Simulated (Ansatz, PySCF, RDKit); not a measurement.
Dimer: SiH4 (SMILES [SiH4]) (first 5 atoms) with CH2O2 (SMILES O=CO); geometry from B3LYP-D3(BJ)/def2-TZVP, rigid monomers moved along the line of their centres of mass till H4···H10 is 2.19 Å.
(charge 0, multiplicity 1):
```xyz
10

Si     0.1066    -0.3192     0.6422
H     -0.2752    -0.5306    -0.7743
H      0.6862    -1.5591     1.1923
H     -1.1432     0.0100     1.3802
H      1.0449     0.8148     0.7412
O      0.9209     0.1985     4.0111
C      0.0478     0.4830     4.7830
O     -1.2462     0.6243     4.4704
H      0.1961     0.6662     5.8546
H     -1.3453     0.4557     3.5149
```

Monomers are frozen at their geometry in the pair; levels with a basis set take the counterpoise correction. RDKit's UFF carries no charges.

Programs: Ansatz (a quantum-chemistry and plane-wave program); PySCF for the dispersion terms; RDKit for the force fields. Each number belongs to the level named beside it.

Q: One of these levels gives -0.72 kcal/mol for the interaction energy. Which one is it?
A) PBE-D3(BJ)/def2-TZVPPD
B) HF/aug-cc-pV(D+d)Z
C) r2SCAN/def2-TZVPPD
D) UFF

A: B, HF/aug-cc-pV(D+d)Z. The others give -0.17 (UFF), -2.59 (PBE-D3(BJ)/def2-TZVPPD), -2.01 (r2SCAN/def2-TZVPPD)
